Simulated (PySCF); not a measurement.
Consider `c1cc2ccc3cccc4ccc(c1)c2c34` (C16H10). Numbering: `[cH:1]1[cH:2][c:3]2[cH:4][cH:5][c:6]3[cH:7][cH:8][cH:9][c:10]4[cH:11][cH:12][c:13]([cH:14]1)[c:15]2[c:16]34` These are map numbers, not IUPAC locants.

These are calculated values, ωB97X-D3(BJ)/ma-def2-SVP in PySCF (grid level 2) at geometries from GFN2-xTB. Thermal corrections: GFN2-xTB frequencies, unscaled, ideal gas at 298.15 K and 1 bar, quasi-RRHO entropy.

(1) What are the vertical and the adiabatic ionisation energy for forming the radical cation?

(2) What oxidation potential follows in dichloromethane (IEF-PCM), on the absolute scale?

(3) What are the vertical and the adiabatic electron affinity for forming the radical anion?

(4) What reduction potential follows in dichloromethane (IEF-PCM), on the absolute scale?

(5) How far is −ε(HOMO) from the vertical value by ΔSCF?

Answers

(1) 7.47 eV vertical and 7.32 eV adiabatic, the latter with zero-point energy.

(2) In the gas phase ΔG of oxidation is 7.297 eV, and solvation is -17.4 kJ/mol for the parent and -165.7 kJ/mol for the product, so the absolute potential is 5.76 V. The solvent is electrostatics only, on gas-phase structures; the absolute scale refers to an electron at rest in vacuum.

(3) 0.26 eV vertical and 0.50 eV adiabatic, the latter with zero-point energy.

(4) In the gas phase −ΔG of reduction is 0.525 eV, and solvation is -17.4 kJ/mol for the parent and -169.4 kJ/mol for the product, so the absolute potential is 2.10 V. The solvent is electrostatics only, on gas-phase structures; the absolute scale refers to an electron at rest in vacuum.

(5) −ε(HOMO) = 7.72 eV, which is 0.25 eV above the ΔSCF value.

Caveats: ma-def2-SVP is a small basis, whose errors can reach tens of kJ/mol.
